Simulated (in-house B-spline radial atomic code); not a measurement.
The numbers below are computed, except where a source is named.
**He in an electron gas of r_s = 2.4: phase shifts, screening, friction and resistivity**

A nucleus sits in a uniform electron gas with a rigid positive background. The Kohn-Sham equations are solved self-consistently in the spin-unpolarised LDA (PW92), non-relativistic, on B-splines with outgoing waves at the boundary and partial waves to l = 8. The model has no lattice, no bands and no magnetic solution. Atomic units; δ_l are the phase shifts at the Fermi level, counted so that each bound state adds π, and good to about 0.0005.

The density parameter is r_s = 2.4 bohr, near that of the valence electrons of In (3 per atom, density 7.31 g/cm³, mass 114.82 u, which gives r_s = 2.41).

```csv
l,δ_l (rad)
0,2.1590
1,0.2530
2,0.0372
3,0.0043
4,0.0006
5,0.0000
6,-0.0001
7,-0.0001
8,-0.0001
```

Bound levels below the band bottom (hartree): s -0.3769.

(1) Check the Friedel sum rule, and say where the screening charge sits.

(2) Find the transport cross section and the electronic stopping of a 5 keV He ion (mass 4.0 u).

(3) What residual resistivity would 1 atomic per cent of such centres give in In?

(4) On a substitutional site the background of one host ion, a sphere holding 3 charges, is taken out. The phase shifts for l = 0 to 4 become 1.5163, -0.5204, -0.2058, -0.0546, -0.0104. What follows?

Answers

(1) k_F = (9π/4)^(1/3)/r_s = 0.79965. The rule is Z = (2/π) Σ (2l + 1) δ_l. The terms are s 1.374, p 0.483, d 0.118, f 0.019 and 0.001 beyond, in all 1.996 against Z = 2. Bound states hold 2 s, 0 p, 0 d electrons, so the scattering states carry 0.00 in all; where a term is smaller than its bound count, the bound level has drawn weight out of the band.

(2) σ_tr = (4π/k_F²) Σ (l + 1) sin²(δ_l − δ_(l+1)). The terms for l = 0 to 3 are 0.8918, 0.0917, 0.0032, 0.0001, all together 0.9868, so σ_tr = 19.652 × 0.9868 = 19.393 bohr². With n = 3/(4π r_s³) = 0.01727, the friction coefficient is Q = n k_F σ_tr = 0.2678. For v well below v_F = 0.800, dE/dx = Q v; with 24801 eV per u at v = 1, v = √(5000/(24801 × 4.0)) = 0.2245, so dE/dx = 0.06012 hartree/bohr = 30.9 eV/nm. The largest term couples the s and p waves.

(3) Δρ = k_F n_i σ_tr/n in atomic units of 21.74 μΩ·cm. With one host atom per 3 electrons, n_i/n = 0.01/3, so Δρ = 0.7996 × 0.00333 × 19.393 × 21.74 = 1.12 μΩ·cm. This is an atom added to the gas, as on an interstitial site.

(4) The Friedel sum is now -1.00, for Z − 3 = -1. The sum in σ_tr is 1.0660, so σ_tr = 20.95 bohr² and Δρ = 1.21 μΩ·cm per atomic per cent, 1.08 times the value above. A real host ion scatters too, so this model doesn't give zero even for the host's own atom.
